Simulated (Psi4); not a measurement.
C7H8, triplet, geometry from GFN2-xTB (a higher spin typed on purpose: for a closed-shell molecule this is an excited state). Base run: BLYP/3-21G (Psi4 1.11).

Geometry (Å):
```xyz
15

C     -2.4133    -0.0799     0.1870
C     -0.9377    -0.0897    -0.0112
C     -0.1683    -1.2104     0.0675
C      1.2423    -1.1278     0.0619
C      1.8867     0.1411     0.0718
C      1.1588     1.2790    -0.0212
C     -0.2480     1.1559    -0.3849
H     -2.6808     0.6020     0.9954
H     -2.7845    -1.0741     0.4233
H     -2.9120     0.2787    -0.7155
H     -0.6327    -2.1682     0.2643
H      1.8234    -2.0135     0.2636
H      2.9520     0.1825     0.2528
H      1.6072     2.2562     0.0730
H     -0.4959     1.5269    -1.3825
```
Charge 0, spin multiplicity 3.
Orbitals are unrestricted.
All else is at Psi4's defaults (density fitting, Cartesian functions).

Each row names what was changed in the base input (with any setting that the change needs).

```
change                                    E (Eh)  SCF-reference dipole (D)  SCF-reference <S^2>  core-seconds (rough)                outcome
------------------------------------  ----------  ------------------------  -------------------  --------------------  ---------------------
base                                  -269.78929                      0.33                2.009                    30              converged
functional = m11                      -269.50539                      0.34                2.028                    90              converged
functional = b3lyp                    -269.93570                      0.30                2.023                    40              converged
functional = wb97m-v                           -                         -                    -                     -  cut at the time limit
functional = m06-2x                   -269.79543                      0.30                2.019                    80              converged
functional = tpssh                    -269.95799                      0.31                2.026                    90              converged
functional = tpss                     -269.98374                      0.32                2.017                   100              converged
functional = dsd-pbep86               -269.15171                         -                2.182                    30              converged
functional = x3lyp                    -269.79598                      0.29                2.025                    30              converged
functional = pw6b95                   -270.27898                      0.31                2.022                    70              converged
functional = bp86                     -269.92344                      0.35                2.010                    30              converged
functional = wb97x                    -269.85495                      0.29                2.045                    40              converged
functional = hf (with energy('scf'))  -268.13231                      0.17                2.382                     9              converged
```

Totals shift with the method and basis; they matter in differences.

Open shells are given as the SCF converged; they aren't shown to be the lowest states, and a large step between rows can be another state.
